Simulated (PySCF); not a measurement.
Order these species by their calculated properties.

Species are written as SMILES; each is one conformer at its optimised geometry, gas phase, non-relativistic unless stated; the electronic structure was computed with PySCF and density fitting.

Dipoles, sizes and rotational constants follow the conformer. The torsions of the flexible species, by atom-mapped SMILES:
- `[CH2:1]=[C:2]=[CH:3][C@H:4]([CH3:5])[O:6][CH3:7]`: C2–C3–C4–C5 -118°, C3–C4–O6–C7 -69°
- `[N:1]#[C:2][SiH2:3][SiH2:4][SiH2:5][CH:6]([Cl:7])[Cl:8]`: C2–Si3–Si4–Si5 24°, Si3–Si4–Si5–C6 23°, Si4–Si5–C6–Cl7 163°
- `[CH3:1][SiH:2]([CH3:3])[NH:4][NH2:5]`: C1–Si2–N4–N5 176°, H–N5–N4–Si2 -67°, H–N5–N4–Si2 49°
- `[N:1]#[C:2][C:3]1([O:4][SiH2:5][OH:6])[CH2:7][CH2:8]1`: C2–C3–O4–Si5 -87°, C3–O4–Si5–O6 -57°, H–O6–Si5–O4 -178°
- `[CH3:1][C:2](=[O:3])[P:4]=[C:5]([CH3:6])[CH3:7]`: C1–C2–P4–C5 159°
- `[SiH3:1]/[CH:2]=[CH:3]\[SiH2:4][SiH:5]1[CH2:6][CH2:7]1`: C2–C3–Si4–Si5 -81°, C3–Si4–Si5–C6 15°
- `[CH3:1]/[CH:2]=[P:3]\[CH2:4][C:5]([CH3:6])=[O:7]`: C2–P3–C4–C5 -82°, P3–C4–C5–C6 -77°
- `[CH3:1][CH2:2][C@H:3]1[CH2:4][CH:5]=[CH:6][O:7]1`: C1–C2–C3–C4 179°
- `[CH2:1]=[P:2][c:3]1[cH:4][cH:5][cH:6][o:7]1`: C1–P2–C3–C4 180°

The conformers of `C[P@]1(=O)C=CCC1` and `C1CC[C@H]2O[C@H]2C1` aren't listed.

Task: Rank by static isotropic polarisability, lowest first (CAM-B3LYP/def2-SVPD at GFN2-xTB geometries).
A. `CC(=O)P=C(C)C`
B. `[SiH3]/C=C\[SiH2][SiH]1CC1`
C. `N#CC1(O[SiH2]O)CC1`
D. `C/C=P\CC(C)=O`
E. `N#C[SiH2][SiH2][SiH2]C(Cl)Cl`
F. `C=C=C[C@H](C)OC`
G. `C[SiH](C)NN`

Result: G (69.0 au), C (77.8 au), F (81.0 au), D (89.2 au), A (93.3 au), B (129.7 au), E (136.5 au).

Task: By how much do the two ends of that ranking differ?

Result: By 67.5 au, between `N#C[SiH2][SiH2][SiH2]C(Cl)Cl` and `C[SiH](C)NN`.

Task: Rank by lowest triplet excitation (Tamm–Dancoff), highest first (TDA CAM-B3LYP/def2-SVPD at GFN2-xTB geometries).
A. `C[SiH](C)NN`
B. `[C@H]12O[C@H]1CCCC2`
C. `CC[C@H]1CC=CO1`
D. `[SiH3]/C=C\[SiH2][SiH]1CC1`
E. `N#CC1(O[SiH2]O)CC1`
F. `C[P@]1(=O)C=CCC1`

Result: B (7.51 eV), E (6.21 eV), A (5.94 eV), F (4.36 eV), C (4.06 eV), D (3.94 eV).

Task: Rank by lowest singlet excitation, lowest first (TDDFT CAM-B3LYP/def2-SVPD at GFN2-xTB geometries).
A. `C1C[SiH]1[SiH2]/C=C\[SiH3]`
B. `CC[C@H]1CC=CO1`
C. `C[P@]1(=O)C=CCC1`
D. `CC(=O)P=C(C)C`

Result: D (3.12 eV), A (5.24 eV), B (5.98 eV), C (6.12 eV).

Task: Rank by smallest rotational constant, highest first (GFN2-xTB).
A. `C/C=P\CC(C)=O`
B. `N#CC1(O[SiH2]O)CC1`
C. `C1C=CO[C@H]1CC`
D. `[SiH3]/C=C\[SiH2][SiH]1CC1`

Result: C (1.630 GHz), A (1.235 GHz), B (1.016 GHz), D (0.734 GHz).

Task: Give the two extremes of that set in cm⁻¹.

Result: `[SiH3]/C=C\[SiH2][SiH]1CC1`: 0.0245 cm⁻¹; `CC[C@H]1CC=CO1`: 0.0544 cm⁻¹.

Task: Rank by HOMO–LUMO gap, lowest first (CAM-B3LYP/def2-SVPD at GFN2-xTB geometries).
A. `N#CC1(O[SiH2]O)CC1`
B. `CC[C@H]1CC=CO1`
C. `C[SiH](C)NN`
D. `CC(C)=PC(=O)C`
E. `[SiH3]/C=C\[SiH2][SiH]1CC1`
F. `C1CC[C@H]2O[C@H]2C1`
G. `N#C[SiH2][SiH2][SiH2]C(Cl)Cl`
H. `P(=C/C)/CC(=O)C`

Result: D (7.05 eV), H (7.71 eV), E (7.90 eV), B (8.88 eV), G (9.19 eV), C (9.40 eV), A (10.07 eV), F (10.53 eV).

Task: Give the two extremes of that set in kcal/mol.

Result: `CC(=O)P=C(C)C`: 163 kcal/mol; `C1CC[C@H]2O[C@H]2C1`: 243 kcal/mol.

Task: Rank by HOMO energy, highest first (CAM-B3LYP/def2-SVPD at GFN2-xTB geometries).
A. `C/C=P\CC(C)=O`
B. `N#C[SiH2][SiH2][SiH2]C(Cl)Cl`
C. `C[C@H](OC)C=C=C`
D. `C=Pc1ccco1`
E. `C1CC[C@H]2O[C@H]2C1`
F. `[SiH3]/C=C\[SiH2][SiH]1CC1`
G. `C1=CO[C@H](C1)CC`
H. `C1CC1(C#N)O[SiH2]O`

Result: G (-7.47 eV), D (-7.66 eV), F (-8.03 eV), A (-8.24 eV), C (-8.78 eV), E (-9.14 eV), H (-9.47 eV), B (-9.58 eV).
